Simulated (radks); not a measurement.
Problem. Valence configurations of the ruthenium ion Ru3+ (all share [Kr]). All-electron calculation, Dirac Kohn-Sham, PBE, spin-unpolarised, spherical densities, finite nucleus; open shells fill j = l - 1/2 first; Fermi nuclear charge, rms radius 4.4809 fm. Program: a radial shooting solver on a logarithmic mesh with Libxc functionals. Order these by energy: 4d3 5s2; 4d3 5s1 5p1; 4d3 5p2; 4d3.5 5s1 5p0.5; 4d2 5p3; 4d4 5p1; 4d5; 4d1 5p4; 4d2 5s2 5p1; 4d4.5 5p0.5.

Solution. From the lowest, in eV above it: 4d5 0.000; 4d4.5 5p0.5 7.683; 4d4 5p1 16.039; 4d3.5 5s1 5p0.5 18.413; 4d3 5s2 21.152; 4d3 5s1 5p1 28.193; 4d3 5p2 35.276; 4d2 5s2 5p1 42.506; 4d2 5p3 58.049; 4d1 5p4 83.945. NIST lists [Kr] 4d5 as the ground configuration; this level of theory agrees among the configurations tried. The energies are those of spherical spin-averaged densities, not of single terms.
